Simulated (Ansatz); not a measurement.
Program: Ansatz. Geometries: PBE0-D4/def2-TZVP. ΔE: electronic, gas phase. CCSD(T)/CBS adds triple-zeta CCSD(T) − MP2 to the extrapolated MP2 energy (def2 sets, frozen cores). This one scheme is used for every species. For Br, Se outer-core shells are correlated without core-valence functions, which leaves a few kJ/mol of doubt a bond. Scalar relativity is left out up to krypton. One conformer a species, not always the lowest.

`N[SiH]([SiH3])[SeH]` + HBr → `N[SiH]([SeH])Br` + SiH₄  (cleavage of the Si–Si bond)

`N[SiH]([SiH3])[SeH]`:

Cartesian coordinates in Å:
```
N 0.586 0.137 -1.745
Si -0.470 -0.003 -0.407
Si 0.797 -0.599 1.467
Se -1.437 2.056 -0.118
H 1.424 -0.416 -1.816
H 0.265 0.467 -2.640
H -1.623 -0.938 -0.569
H -0.116 -0.837 2.617
H 1.738 0.500 1.811
H 1.588 -1.840 1.227
H -2.753 1.473 0.172
```

HBr:

Cartesian coordinates in Å:
```
Br 0.038 0.674 0.220
H -0.038 -0.674 -0.220
```

`N[SiH]([SeH])Br`:

Cartesian coordinates in Å:
```
N 0.253 1.019 1.010
Si -0.389 -0.002 -0.184
Se 0.411 -2.064 0.305
Br 0.155 0.486 -2.302
H -0.179 1.909 1.203
H 1.243 1.031 1.197
H -1.860 0.123 -0.135
H 0.366 -2.502 -1.094
```

SiH₄:

```xyz
5

Si    0.000    0.000    0.000
H     1.445   -0.273   -0.206
H    -0.258    0.237    1.443
H    -0.795   -1.167   -0.460
H    -0.392    1.203   -0.777
```

| species | CCSD/def2-SVP energy (Eh) |
| --- | --- |
| `N[SiH]([SiH3])[SeH]` | -3036.42084 |
| HBr | -2572.93322 |
| `N[SiH]([SeH])Br` | -5318.09534 |
| SiH₄ | -291.29946 |

Work out ΔE.

ΔE = (-5318.09534) + (-291.29946) − (-3036.42084) − (-2572.93322) = -0.04074 Eh = -107.0 kJ/mol. CCSD(T)/CBS gives -111.8 kJ/mol.

Largest T1 diagnostic among the species: 0.011.

Leaving LDA and LC-ωPBE aside and taking each functional with its dispersion term where it has one, the values, not all of them listed here, spread over 18.0 kJ/mol, from ωB97M-V to PBE-D4. From BLYP to BHLYP (50 % exact exchange), in def2-TZVPP and without D4, ΔE moves by −10.1 kJ/mol.
